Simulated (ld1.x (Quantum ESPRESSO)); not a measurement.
# Building the ultrasoft potential for Pr (Z = 59) (BP86, fully relativistic).

The input file (ld1.x (Quantum ESPRESSO) 7.5):

```
&input
   title='Pr', zed=59., rel=2, dft='BP', iswitch=3,
   config='[Xe] 4f3 5d0 6s1.75 6p0.25', rel_dist='average',
   nld=7, rlderiv=3.60, eminld=-5.0, emaxld=5.0, deld=0.02
 /
 &inputp
   pseudotype=3, tm=.true., lloc=-1, rcloc=2.50,
   nlcc=.false.,
   which_augfun='PSQ', rmatch_augfun=0.90,
   file_pseudopw='Pr.UPF', file_wfcaegen='ae.wfc', file_wfcncgen='nc.wfc', file_beta='beta', file_chi='chi', file_wfcusgen='us.wfc'
 /
8
5S  1  0   2.00   0.00  1.95  2.20  0.0
6S  2  0   1.75   0.00  1.95  2.20  0.0
5P  2  1   6.00   0.00  2.45  2.95  0.0
6P  3  1   0.25   0.00  2.45  2.95  0.0
5D  3  2   0.00   0.00  3.05  3.30  0.0
5D  3  2   0.00   4.90  3.05  3.30  0.0
4F  4  3   3.00   0.00  1.25  1.65  0.0
4F  4  3   0.00   2.15  1.25  1.65  0.0
 &test
   configts(1)='4f3 5s2 5p6 5d0 6s1.75 6p0.25'
 /
```

Command:

```bash
ld1.x < Pr.in > Pr.out
```

The program printed (shortened: banner, matrices, multipoles, cross overlaps and the repeated all-electron block are left out):

```
Program LD1 v.7.5
 state nlj           4           3   2.5000000000000000       not converged
 state nlj           4           3   3.5000000000000000       not converged
 state nlj           5           2   1.5000000000000000       not converged
 state nlj           5           2   2.5000000000000000       not converged
     --------------------------- All-electron run ----------------------------

     Pr
     dirac relativistic calculation

     atomic number is 59.00
     dft =BP   lsd =0 sic =0 latt =0  beta=0.20 tr2=1.0E-14
     Exchange-correlation= BP
                           (   1   1   1   1   0   0   0)
     mesh =1255 r(mesh) =  99.23220 a.u. xmin = -7.00 dx = 0.01250
     1 Ry =  13.60569312 eV, c = 137.03599908

     n l j   nl                  e(Ry)          e(Ha)          e(eV)
     Spin orbit split results
     1 0 0.5 1S 1( 2.00)     -3071.2737     -1535.6368    -41786.8069
     2 0 0.5 2S 1( 2.00)      -493.8867      -246.9434     -6719.6710
     2 1 0.5 2P 1( 2.00)      -466.7681      -233.3840     -6350.7029
     2 1 1.5 2P 1( 4.00)      -431.3085      -215.6542     -5868.2508
     3 0 0.5 3S 1( 2.00)      -106.5770       -53.2885     -1450.0535
     3 1 0.5 3P 1( 2.00)       -95.0454       -47.5227     -1293.1583
     3 1 1.5 3P 1( 4.00)       -88.0209       -44.0105     -1197.5854
     4 0 0.5 4S 1( 2.00)       -21.2030       -10.6015      -288.4810
     4 1 0.5 4P 1( 2.00)       -16.8887        -8.4444      -229.7830
     4 1 1.5 4P 1( 4.00)       -15.3763        -7.6881      -209.2049
     3 2 1.5 3D 1( 4.00)       -67.9027       -33.9514      -923.8635
     3 2 2.5 3D 1( 6.00)       -66.3890       -33.1945      -903.2685
     5 0 0.5 5S 1( 2.00)        -2.8938        -1.4469       -39.3724
     5 1 0.5 5P 1( 2.00)        -1.7487        -0.8744       -23.7924
     5 1 1.5 5P 1( 4.00)        -1.5437        -0.7718       -21.0028
     4 2 1.5 4D 1( 4.00)        -8.2959        -4.1480      -112.8717
     4 2 2.5 4D 1( 6.00)        -8.0307        -4.0153      -109.2629
     4 3 2.5 4F 1( 1.29)        -0.1352        -0.0676        -1.8396
     4 3 3.5 4F 1( 1.71)        -0.1102        -0.0551        -1.4992
     5 2 1.5 5D 1( 0.00)        -0.1819        -0.0910        -2.4755
     5 2 2.5 5D 1( 0.00)        -0.1699        -0.0849        -2.3115
     6 0 0.5 6S 1( 1.75)        -0.2767        -0.1384        -3.7648
     6 1 0.5 6P 1( 0.08)        -0.1174        -0.0587        -1.5969
     6 1 1.5 6P 1( 0.17)        -0.1046        -0.0523        -1.4226
     Averaged results
     1 0     1S 1( 2.00)     -3071.2737     -1535.6368    -41786.8069
     2 0     2S 1( 2.00)      -493.8867      -246.9434     -6719.6710
     2 1     2P 1( 6.00)      -443.1283      -221.5642     -6029.0682
     3 0     3S 1( 2.00)      -106.5770       -53.2885     -1450.0535
     3 1     3P 1( 6.00)       -90.3624       -45.1812     -1229.4430
     4 0     4S 1( 2.00)       -21.2030       -10.6015      -288.4810
     4 1     4P 1( 6.00)       -15.8804        -7.9402      -216.0642
     3 2     3D 1(10.00)       -66.9945       -33.4972      -911.5065
     5 0     5S 1( 2.00)        -2.8938        -1.4469       -39.3724
     5 1     5P 1( 6.00)        -1.6120        -0.8060       -21.9326
     4 2     4D 1(10.00)        -8.1368        -4.0684      -110.7065
     4 3     4F 1( 3.00)        -0.1209        -0.0605        -1.6451
     5 2     5D 1( 0.00)        -0.1747        -0.0874        -2.3771
     6 0     6S 1( 1.75)        -0.2767        -0.1384        -3.7648
     6 1     6P 1( 0.25)        -0.1088        -0.0544        -1.4807

     final scf error:  9.2E-15 reached in  36 iterations

     Etot =  -18488.052479 Ry,   -9244.026239 Ha, -251542.768470 eV

     Ekin =   19887.590540 Ry,    9943.795270 Ha,  270584.453844 eV
     Encl =  -45110.456809 Ry,  -22555.228404 Ha, -613759.031980 eV
     Eh   =    7171.028184 Ry,    3585.514092 Ha,   97566.808849 eV
     Exc  =    -436.214394 Ry,    -218.107197 Ha,   -5934.999183 eV

     normalization and overlap integrals

     s(1S/1S) =  1.000000  <r> =   0.0241  <r2> =    0.0008  r(max) =   0.0153
     s(2S/2S) =  1.000000  <r> =   0.1026  <r2> =    0.0125  r(max) =   0.0872
     s(2P/2P) =  1.000000  <r> =   0.0860  <r2> =    0.0091  r(max) =   0.0670
     s(2P/2P) =  1.000000  <r> =   0.0923  <r2> =    0.0104  r(max) =   0.0723
     s(3S/3S) =  1.000000  <r> =   0.2720  <r2> =    0.0846  r(max) =   0.2491
     s(3P/3P) =  1.000000  <r> =   0.2617  <r2> =    0.0796  r(max) =   0.2369
     s(3P/3P) =  1.000000  <r> =   0.2740  <r2> =    0.0870  r(max) =   0.2491
     s(4S/4S) =  1.000000  <r> =   0.6224  <r2> =    0.4373  r(max) =   0.5827
     s(4P/4P) =  1.000000  <r> =   0.6402  <r2> =    0.4664  r(max) =   0.5901
     s(4P/4P) =  1.000000  <r> =   0.6681  <r2> =    0.5077  r(max) =   0.6126
     s(3D/3D) =  1.000000  <r> =   0.2452  <r2> =    0.0709  r(max) =   0.1989
     s(3D/3D) =  1.000000  <r> =   0.2491  <r2> =    0.0730  r(max) =   0.2014
     s(5S/5S) =  1.000000  <r> =   1.5078  <r2> =    2.5580  r(max) =   1.3464
     s(5P/5P) =  1.000000  <r> =   1.7062  <r2> =    3.3078  r(max) =   1.4880
     s(5P/5P) =  1.000000  <r> =   1.7968  <r2> =    3.6717  r(max) =   1.5643
     s(4D/4D) =  1.000000  <r> =   0.7216  <r2> =    0.6046  r(max) =   0.6281
     s(4D/4D) =  1.000000  <r> =   0.7316  <r2> =    0.6215  r(max) =   0.6360
     s(4F/4F) =  1.000000  <r> =   1.1910  <r2> =    2.0664  r(max) =   0.6855
     s(4F/4F) =  1.000000  <r> =   1.2195  <r2> =    2.2017  r(max) =   0.6942
     s(5D/5D) =  1.000000  <r> =   3.2171  <r2> =   12.7415  r(max) =   2.2478
     s(5D/5D) =  1.000000  <r> =   3.3118  <r2> =   13.5194  r(max) =   2.3047
     s(6S/6S) =  1.000000  <r> =   4.4492  <r2> =   22.4232  r(max) =   3.7999
     s(6P/6P) =  1.000000  <r> =   5.8262  <r2> =   38.7304  r(max) =   4.9405
     s(6P/6P) =  1.000000  <r> =   6.1105  <r2> =   42.5858  r(max) =   5.1938

     ------------------------ End of All-electron run ------------------------

     --------------------- Generating US pseudopotential ---------------------

      Generating local potential from pseudized AE potential:
      Matching radius rcloc =   2.5000

      Local pseudo, rcloc= 2.515 Estimated cut-off energy=     3.95 Ry

     Fully relativistic calculation: |psi|^2

     Wfc 5S LC norm =  0.99978942 SC norm =  0.00021057 missing  0.00000001

     Wfc 6S LC norm =  0.99997627 SC norm =  0.00002227 missing  0.00000147

     Wfc 5P LC norm =  0.99983539 SC norm =  0.00016458 missing  0.00000003

     Wfc 5P LC norm =  0.99985078 SC norm =  0.00014909 missing  0.00000013

     Wfc 6P LC norm =  0.99998686 SC norm =  0.00001283 missing  0.00000031

     Wfc 6P LC norm =  0.99998796 SC norm =  0.00001004 missing  0.00000200

     Wfc 5D LC norm =  0.99995020 SC norm =  0.00004976 missing  0.00000004

     Wfc 5D LC norm =  0.99995297 SC norm =  0.00004441 missing  0.00000262

     Wfc 4F LC norm =  0.99966483 SC norm =  0.00033517 missing  0.00000000

     Wfc 4F LC norm =  0.99967239 SC norm =  0.00032733 missing  0.00000027
      Wfc-us  5S rcutus= 2.220  Estimated cut-off energy=    10.94 Ry
      Wfc-us  6S rcutus= 2.220  Estimated cut-off energy=    21.42 Ry
      Wfc-us  5P rcutus= 2.923  Estimated cut-off energy=    10.15 Ry
      Wfc-us  5P rcutus= 2.923  Estimated cut-off energy=    10.05 Ry
      Wfc-us  6P rcutus= 2.923  Estimated cut-off energy=    18.97 Ry
      Wfc-us  6P rcutus= 2.923  Estimated cut-off energy=    18.67 Ry
      Wfc-us  5D rcutus= 3.312  Estimated cut-off energy=    10.43 Ry
      Wfc-us  5D rcutus= 3.312  Estimated cut-off energy=    10.40 Ry
      Wfc-us  5D rcutus= 3.312  Estimated cut-off energy=    15.60 Ry
      Wfc-us  5D rcutus= 3.312  Estimated cut-off energy=    15.44 Ry
      Wfc-us  4F rcutus= 1.645  Estimated cut-off energy=    58.41 Ry
      Wfc-us  4F rcutus= 1.645  Estimated cut-off energy=    58.36 Ry
      Wfc-us  4F rcutus= 1.645  Estimated cut-off energy=   101.01 Ry
      Wfc-us  4F rcutus= 1.645  Estimated cut-off energy=   100.82 Ry

     Q pseudized with Bessel functions
     Expected ecutrho=     863.8344 due to l1=  3   l2=  3

     ------------------- End of pseudopotential generation -------------------

 state nlj           4           3   2.5000000000000000       not converged
 state nlj           4           3   3.5000000000000000       not converged
 state nlj           5           2   1.5000000000000000       not converged
 state nlj           5           2   2.5000000000000000       not converged
     Computing logarithmic derivative in   3.59208
     Computing logarithmic derivative in   3.59208
     Computing the partial wave expansion
     R is outside the sphere for l=    0 j= 0.50
     R is outside the sphere for l=    0 j= 0.50
     R is outside the sphere for l=    1 j= 0.50
     R is outside the sphere for l=    1 j= 0.50
     R is outside the sphere for l=    1 j= 1.50
     R is outside the sphere for l=    1 j= 1.50
     R is outside the sphere for l=    2 j= 1.50
     R is outside the sphere for l=    2 j= 1.50
     R is outside the sphere for l=    2 j= 2.50
     R is outside the sphere for l=    2 j= 2.50
     R is outside the sphere for l=    3 j= 2.50
     R is outside the sphere for l=    3 j= 2.50
     R is outside the sphere for l=    3 j= 3.50
     R is outside the sphere for l=    3 j= 3.50

     ---------------------- Testing the pseudopotential ----------------------

     Pr
     dirac relativistic calculation

     atomic number is 59.00   valence charge is 13.00
     dft =BP   lsd =0 sic =0 latt =0  beta=0.20 tr2=1.0E-14
     mesh =1255 r(mesh) =  99.23220 xmin = -7.00 dx = 0.01250

     n l  j  nl             e AE (Ry)       e PS (Ry)    De AE-PS (Ry)
     4 3 2.5 4F   1( 1.29)       -0.13521       -0.13521        0.00000
     4 3 3.5 4F   1( 1.71)       -0.11019       -0.11019        0.00000
     1 0 0.5 5S   1( 2.00)       -2.89382       -2.89382        0.00000
     2 1 0.5 5P   1( 2.00)       -1.74871       -1.74871        0.00000
     2 1 1.5 5P   1( 4.00)       -1.54367       -1.54367        0.00000
     3 2 1.5 5D   1( 0.00)       -0.18194       -0.18194        0.00000
     3 2 2.5 5D   1( 0.00)       -0.16990       -0.16990        0.00000
     2 0 0.5 6S   1( 1.75)       -0.27671       -0.27671       -0.00000
     3 1 0.5 6P   1( 0.08)       -0.11737       -0.11737       -0.00000
     3 1 1.5 6P   1( 0.17)       -0.10456       -0.10456       -0.00000

     eps = 9.3E-15  iter =  7

     Etot =  -18488.052479 Ry,   -9244.026239 Ha, -251542.768470 eV
     Etotps =   -94.798115 Ry,     -47.399058 Ha,   -1289.794062 eV

     Ekin =      26.909166 Ry,      13.454583 Ha,     366.117855 eV
     Encl =    -196.138702 Ry,     -98.069351 Ha,   -2668.602995 eV
     Ehrt =      82.023743 Ry,      41.011871 Ha,    1115.989871 eV
     Ecxc =     -12.099680 Ry,      -6.049840 Ha,    -164.624537 eV
     Epseu=       4.507359 Ry,       2.253680 Ha,      61.325743 eV

     ---------------------- End of pseudopotential test ----------------------
```

The ghost test of this file was not conclusive. Its overlap operator is not positive definite in a basis up to 400 Ry (lowest eigenvalue s -6.28, p1/2 -0.55, p3/2 -0.27), so the file is unfit for use: the generalised eigenproblem breaks down once the basis is large enough, and its test numbers describe a broken file.

Generation and configuration tests took about 6.6 s on one core of a shared server CPU.

Transferability test of the new file with ld1.x, input:

```
&input
   title='Pr', zed=59., rel=2, dft='BP', iswitch=2,
   config='[Xe] 4f3 5d0 6s1.75 6p0.25', rel_dist='average'
 /
 &test
   file_pseudo='Pr.UPF', nconf=8,
   configts(1)='4f3 5s2 5p6 5d0 6s1.75 6p0.25',
   configts(2)='4f3 5s2 5p6 5d0 6s2 6p0',
   configts(3)='4f3 5s2 5p6 5d0 6s1 6p0',
   configts(4)='4f3 5s2 5p6 5d0 6s0 6p0',
   configts(5)='4f2 5s2 5p6 5d1 6s1 6p0',
   configts(6)='4f3 5s2 5p6 5d0 6s0 6p1',
   configts(7)='4f4 5s2 5p6 5d0 6s0 6p0',
   configts(8)='4f3 5s2 5p6 5d0 6s1.5 6p0'
 /
```

```bash
ld1.x < Pr.test.in > Pr.test.out
```

Pseudopotential blocks of its output, shortened (energy terms left out):

```
     ---------------------- Testing the pseudopotential ----------------------

     n l  j  nl             e AE (Ry)       e PS (Ry)    De AE-PS (Ry)
     4 3 2.5 4F   1( 1.29)       -0.13521       -0.13521        0.00000
     4 3 3.5 4F   1( 1.71)       -0.11019       -0.11019        0.00000
     1 0 0.5 5S   1( 2.00)       -2.89382       -2.89382        0.00000
     2 1 0.5 5P   1( 2.00)       -1.74871       -1.74871        0.00000
     2 1 1.5 5P   1( 4.00)       -1.54367       -1.54367        0.00000
     3 2 1.5 5D   1( 0.00)       -0.18194       -0.18194        0.00000
     3 2 2.5 5D   1( 0.00)       -0.16990       -0.16990        0.00000
     2 0 0.5 6S   1( 1.75)       -0.27671       -0.27671       -0.00000
     3 1 0.5 6P   1( 0.08)       -0.11737       -0.11737       -0.00000
     3 1 1.5 6P   1( 0.17)       -0.10456       -0.10456       -0.00000

     eps = 4.2E-15  iter = 21

     Etot =  -18488.052479 Ry,   -9244.026239 Ha, -251542.768470 eV
     Etotps =   -94.798116 Ry,     -47.399058 Ha,   -1289.794072 eV

     ---------------------- End of pseudopotential test ----------------------

          ---------------------- Testing the pseudopotential ----------------------

     n l  j  nl             e AE (Ry)       e PS (Ry)    De AE-PS (Ry)
     4 3 2.5 4F   1( 1.29)       -0.11402       -0.11427        0.00024
     4 3 3.5 4F   1( 1.71)       -0.08904       -0.08928        0.00024
     1 0 0.5 5S   1( 2.00)       -2.87164       -2.87201        0.00037
     2 1 0.5 5P   1( 2.00)       -1.72666       -1.72688        0.00022
     2 1 1.5 5P   1( 4.00)       -1.52173       -1.52191        0.00018
     3 2 1.5 5D   1( 0.00)       -0.16489       -0.16497        0.00008
     3 2 2.5 5D   1( 0.00)       -0.15313       -0.15317        0.00004
     2 0 0.5 6S   1( 2.00)       -0.26413       -0.26413       -0.00000
     3 1 0.5 6P   1( 0.00)       -0.10605       -0.10604       -0.00001
     3 1 1.5 6P   1( 0.00)       -0.09337       -0.09336       -0.00001

     eps = 4.1E-15  iter = 71

     Etot =  -18488.094280 Ry,   -9244.047140 Ha, -251543.337200 eV
     Etotps =   -94.839911 Ry,     -47.419956 Ha,   -1290.362730 eV
     dEtot_ae =      -0.041801 Ry
     dEtot_ps =      -0.041796 Ry,   Delta E=      -0.000005 Ry

     ---------------------- End of pseudopotential test ----------------------

          ---------------------- Testing the pseudopotential ----------------------

     n l  j  nl             e AE (Ry)       e PS (Ry)    De AE-PS (Ry)
     4 3 2.5 4F   1( 1.29)       -0.54106       -0.53947       -0.00159
     4 3 3.5 4F   1( 1.71)       -0.51583       -0.51426       -0.00157
     1 0 0.5 5S   1( 2.00)       -3.30457       -3.30255       -0.00202
     2 1 0.5 5P   1( 2.00)       -2.15891       -2.15753       -0.00138
     2 1 1.5 5P   1( 4.00)       -1.95335       -1.95219       -0.00116
     3 2 1.5 5D   1( 0.00)       -0.55964       -0.55906       -0.00059
     3 2 2.5 5D   1( 0.00)       -0.54513       -0.54475       -0.00038
     2 0 0.5 6S   1( 1.00)       -0.60783       -0.60778       -0.00005
     3 1 0.5 6P   1( 0.00)       -0.40654       -0.40668        0.00014
     3 1 1.5 6P   1( 0.00)       -0.38542       -0.38546        0.00005

     eps = 7.1E-15  iter = 13

     Etot =  -18487.661480 Ry,   -9243.830740 Ha, -251537.448654 eV
     Etotps =   -94.407113 Ry,     -47.203557 Ha,   -1284.474208 eV
     dEtot_ae =       0.390999 Ry
     dEtot_ps =       0.391003 Ry,   Delta E=      -0.000004 Ry

     ---------------------- End of pseudopotential test ----------------------

          ---------------------- Testing the pseudopotential ----------------------

     n l  j  nl             e AE (Ry)       e PS (Ry)    De AE-PS (Ry)
     4 3 2.5 4F   1( 1.29)       -1.03696       -1.03686       -0.00010
     4 3 3.5 4F   1( 1.71)       -1.01139       -1.01127       -0.00012
     1 0 0.5 5S   1( 2.00)       -3.80777       -3.80421       -0.00356
     2 1 0.5 5P   1( 2.00)       -2.65926       -2.65706       -0.00220
     2 1 1.5 5P   1( 4.00)       -2.45181       -2.45004       -0.00177
     3 2 1.5 5D   1( 0.00)       -1.00111       -0.99965       -0.00147
     3 2 2.5 5D   1( 0.00)       -0.98309       -0.98221       -0.00089
     2 0 0.5 6S   1( 0.00)       -0.94957       -0.94907       -0.00050
     3 1 0.5 6P   1( 0.00)       -0.70166       -0.70296        0.00131
     3 1 1.5 6P   1( 0.00)       -0.67200       -0.67228        0.00029

     eps = 7.5E-15  iter = 22

     Etot =  -18486.877389 Ry,   -9243.438694 Ha, -251526.780554 eV
     Etotps =   -93.623228 Ry,     -46.811614 Ha,   -1273.808911 eV
     dEtot_ae =       1.175090 Ry
     dEtot_ps =       1.174888 Ry,   Delta E=       0.000202 Ry

     ---------------------- End of pseudopotential test ----------------------
```

The test run then stopped with an error in chargeps: “negative rho”.
